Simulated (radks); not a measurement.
Results of a calculation; reference values are marked as such.
Question: The lanthanum ion La13+, 44 electrons, occupied as [Kr] 4d8. Code: a radial shooting solver on a logarithmic mesh with Libxc functionals. Model: scalar-relativistic Kohn-Sham, PBE, spin-polarised, spherical densities, finite nucleus; open shells are filled with parallel spins first (spin-orbit coupling, left out, can overturn this in heavy ions); Fermi nuclear charge, rms radius 4.855 fm. Some entries of the table are withheld. Estimate them.

orbital  occ.  eigenvalue (eV)  <r> (bohr)
1s up       1        -38991.90     0.02507
1s down     1        -38991.90     0.02507
2s up       1        -6410.073      0.1074
2s down     1        -6409.068      0.1074
2p up       3        -5770.711     0.09423
2p down     3        -5769.928     0.09422
3s up       1        -1555.060      0.2847
3s down     1        -1554.587      0.2847
3p up       3        -1350.860      0.2826
3p down     3        -1350.320      0.2826
3d up       5              (1)         (2)
3d down     5              (3)         (4)
4s up       1        -490.4212      0.6410
4s down     1        -487.5995      0.6411
4p up       3        -422.3126         (5)
4p down     3        -419.5146         (6)
4d up       5        -323.0442      0.7206
4d down     3        -320.3244      0.7218

Answer: 
(1) 3d up eigenvalue (eV): -1058.151
(2) 3d up <r> (bohr): 0.2592
(3) 3d down eigenvalue (eV): -1057.304
(4) 3d down <r> (bohr): 0.2591
(5) 4p up <r> (bohr): 0.6727
(6) 4p down <r> (bohr): 0.6730
